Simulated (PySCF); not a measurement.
Working out the ionisation energy of Al⁺

Al⁺ [Ne] 3s2 (1S) → Al²⁺ [Ne] 3s1 (2S). All numbers are calculated (PySCF 2.14, the spin-free X2C one-electron Hamiltonian (Gaussian nucleus), in x2c-QZVPPall). Frozen: 1s2. Energies in hartree (1 hartree = 27.21139 eV):

```json
{"part": "UHF", "Al⁺ (lower)": "-242.111691", "Al²⁺ (upper)": "-241.466716"}
{"part": "MP2 opposite-spin", "Al⁺ (lower)": "-0.148492", "Al²⁺ (upper)": "-0.115230"}
{"part": "MP2 same-spin", "Al⁺ (lower)": "-0.050391", "Al²⁺ (upper)": "-0.046735"}
```

Question: What does Hartree-Fock give?

Answer: (-241.466716) − (-242.111691) = 0.644975 hartree = 17.551 eV.

Question: What do MP2 and SCS-MP2 (6/5 opposite-spin, 1/3 same-spin) give?

Answer: The opposite-spin parts differ by 0.905 eV and the same-spin parts by 0.099 eV. MP2: 17.551 + (0.905) + (0.099) = 18.555 eV. SCS-MP2: 17.551 + 1.2 × (0.905) + (0.099)/3 = 18.670 eV.

Measured between the centres of the two terms (NIST): 18.829 eV, so MP2 (valence and next inner shell) is off by -0.274 eV.

What remains against the reference includes basis incompleteness, the frozen core and correlation beyond second order.
